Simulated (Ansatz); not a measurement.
Born–Oppenheimer molecular dynamics of GaH6O3P (11 atoms, charge 0, multiplicity 1). It starts at the highest image of a converged band, a first-order saddle point between two minima.

These are results of RKS PBE0/def2-SVP (Ansatz 0.2.0), not measurements.

| Property | Result |
| --- | --- |
| ensemble | NVE (velocity Verlet) |
| time step | 0.5 fs |
| steps asked | 200 |
| starting velocities drawn for | 300 K |
| seed | 6850 |

First frame:

```xyz
11
Properties=species:S:1:pos:R:3
Ga -0.199 -0.552 0.410
O 1.140 -0.842 -0.932
O 0.370 -0.384 2.090
O -1.724 -1.422 0.134
H 0.815 0.424 -1.082
P -0.107 1.817 -0.913
H 2.041 -1.067 -0.664
H 1.071 0.261 2.220
H -1.845 -1.693 -0.781
H -1.456 1.358 -0.969
H -0.107 2.101 0.486
```

Q: How far do the bonds stretch over the last three quarters of this one trajectory? (Pairs bonded in most of those frames.)

A: 
```tsv
bond	mean (Å)	spread (Å)	shortest	longest
Ga1–O2	1.804	0.040	1.74	1.89
Ga1–O3	1.787	0.006	1.78	1.80
Ga1–O4	1.782	0.009	1.77	1.79
O2–H7	0.969	0.042	0.91	1.03
O3–H8	0.963	0.017	0.94	0.99
O4–H9	0.964	0.004	0.95	0.97
H5–P6	1.436	0.037	1.38	1.50
P6–H10	1.436	0.014	1.41	1.46
P6–H11	1.432	0.006	1.42	1.45
```

Pairs bonded in part of these frames only: Ga1–P6 11 %.

Mean temperature of the second half: 657 K. The conserved energy stayed within 0.36 meV per atom of its start (net change 0.23 meV per atom), so the integration is sound. The kinetic energy rose, since the run started high on the potential surface and went downhill. It ends in pieces (GaH3O3 + H3P), so much of that is their flight and rotation, not heat. A run of 0.1 ps of so small a system gives no equilibrium averages. The orbitals stay closed-shell, which can raise the energy where a bond breaks towards radicals; this wasn't checked here.

The run took 11 min on 4 threads of Arm Neoverse N1, with other jobs on the host, peak memory 0.34 GiB.
